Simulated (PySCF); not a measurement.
C2H7ClSSi. Atoms are numbered in the order given.

```xyz
12

C     -1.3880    -0.1689    -1.5515
Si    -0.3518    -0.0372     0.0000
C     -1.3880    -0.1689     1.5515
S      0.8540     1.7583     0.0000
Cl     1.0446    -1.5884     0.0000
H     -2.1138     0.6595    -1.6017
H     -0.7501    -0.1244    -2.4468
H     -1.9465    -1.1190    -1.5633
H     -0.7501    -0.1244     2.4468
H     -1.9465    -1.1190     1.5633
H     -2.1138     0.6595     1.6017
H     -0.2205     2.5843     0.0000
```

Geometry: B3LYP-D3(BJ)/def2-SVP. Other conformers were not sampled.

Method: PySCF with HF/def2-TZVP.

Symmetry labels are those of the subgroup Cs that the program uses (full group Cs).

Problem. List the valence orbital energies around the gap with their symmetry. (An estimate is asked for; the answer gives what the named calculation found.)

Solution. 
```tsv
orbital	symmetry	energy (eV)
HOMO−7	A"	-15.30
HOMO−6	A'	-14.89
HOMO−5	A'	-13.61
HOMO−4	A"	-13.40
HOMO−3	A'	-12.79
HOMO−2	A"	-11.98
HOMO−1	A'	-11.72
HOMO	A"	-10.29
LUMO	A'	3.09
LUMO+1	A'	4.06
LUMO+2	A"	4.42
LUMO+3	A'	4.60
```
